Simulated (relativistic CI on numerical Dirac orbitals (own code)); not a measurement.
**Judd-Ofelt analysis for Nd4+**

These numbers are calculated, not measured: Dirac-Coulomb-Breit CI, orbitals from a KLI potential per configuration, model QED (radiative potential, 1s self-energy scaled to tabulated hydrogen-like ionisation energies), valence Slater integrals scaled by 0.85 (own radial code, finite nucleus).

Configuration 4f² alone, in intermediate coupling. Take Ω₂ = 5.38, Ω₄ = 5.75, Ω₆ = 1.65 (10⁻²⁰ cm²) and refractive index n = 1.78 as given. A_ED = 64π⁴e²ν³ n(n² + 2)²/[27h(2J + 1)] Σ Ω_λ |U^λ|², in Gaussian units with ν in cm⁻¹, and A_MD is n³ times the free-ion magnetic-dipole rate; a dash marks a rate that is forbidden or under 2 % of the level's free-ion decay.

Emitting level ¹S0 at 60925 cm⁻¹ (radiative decay alone: multiphonon quenching in a host is left out, and the level can lie too high or too low):

```tsv
To	ν (cm⁻¹)	U² squared	U⁴ squared	U⁶ squared	Free-ion A(M1) (s⁻¹)
³H4	60925	0.0000	0.0107	0.0000	-
³H5	58162	0.0000	0.0000	0.0000	-
³H6	55337	0.0000	0.0000	0.0000	-
³F2	54376	0.0034	0.0000	0.0000	-
¹G4	52716	0.0000	0.2720	0.0000	-
³F3	52597	0.0000	0.0000	0.0000	-
³F4	49020	0.0000	0.2860	0.0000	-
¹D2	38450	0.5030	0.0000	0.0000	-
¹I6	34218	0.0000	0.0000	0.5655	-
³P0	33151	0.0000	0.0000	0.0000	-
³P1	32363	0.0000	0.0000	0.0000	17.6
³P2	30927	0.0643	0.0000	0.0000	-
```

**Question.** Give the rates, branching ratios and the radiative lifetime.

**Answer.** The rates are:

```csv
To,λ (nm),A_ED (s⁻¹),A_MD (s⁻¹),β (%)
³H4,164,53300,0,2.2
³H5,172,0,0,0.0
³H6,181,0,0,0.0
³F2,184,11100,0,0.5
¹G4,190,876000,0,35.7
³F3,190,0,0,0.0
³F4,204,741000,0,30.2
¹D2,260,588000,0,24.0
¹I6,292,143000,0,5.8
³P0,302,0,0,0.0
³P1,309,0,99,0.0
³P2,323,39100,0,1.6
```

τ_rad = 4.08e-07 s. Computed level positions enter as ν³, so measured ones would change the rates. For the strongest line (190 nm) and an assumed effective width Δλ = 1.1 nm (300 cm⁻¹), the Füchtbauer-Ladenburg formula σ = λ⁴A/(8πcn²Δλ) gives a peak emission cross-section of 44 × 10⁻²⁰ cm². The line to ¹D2 has a large U² element and is therefore hypersensitive to the surroundings through Ω₂.
